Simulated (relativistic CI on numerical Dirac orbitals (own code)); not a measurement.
Be⁺: what numerical and physical settings do to a radial Dirac CI calculation

Reference input:

```
atom Be  Z=4  charge=1  electrons=3
nucleus A=9  rms_radius_fm=2.5190
hamiltonian dirac-coulomb  breit=on  qed=on  c_scale=1
orbitals kli  potential=per-configuration
slater_scale 1
correlation none
mixing on
grid step=0.0125 r_max=34.5
scf mixing=0.4 start=green max_iterations=150 tolerance=2e-08 node_fill=0.05
configurations
  [He] 2s
end
```

Computed lowest total energy -14.27864 Ha, 8 SCF steps. Runs with settings changed; * marks those that are bad on purpose:

```
                                   Changed    Outcome  Lowest level    ΔE (Ha)  First excitation (cm⁻¹)  SCF steps                                               Message
                        iteration limit 20  converged     2s 2S_1/2          0                                   8                                                      
nuclear radius 2.7709 fm, Slater scale 0.6  converged     2s 2S_1/2  -1.41e-07                                   8                                                      
          node fill of the KLI weights 0.2  converged     2s 2S_1/2   0.000188                                   9                                                      
                            Breit term off  converged     2s 2S_1/2   -0.00069                                   8                                                      
                          SCF mixing 1.8 *  converged     2s 2S_1/2  -6.24e-12                                   9                                                      
                                charge 2 *    refused                                                            0  configuration [He] 2s has 3 electrons, the ion has 2
```

With so few configurations and no correlation, terms lie too far apart (by 10 to 50 % near neutrality), their order can be wrong, and levels of other configurations are missing.
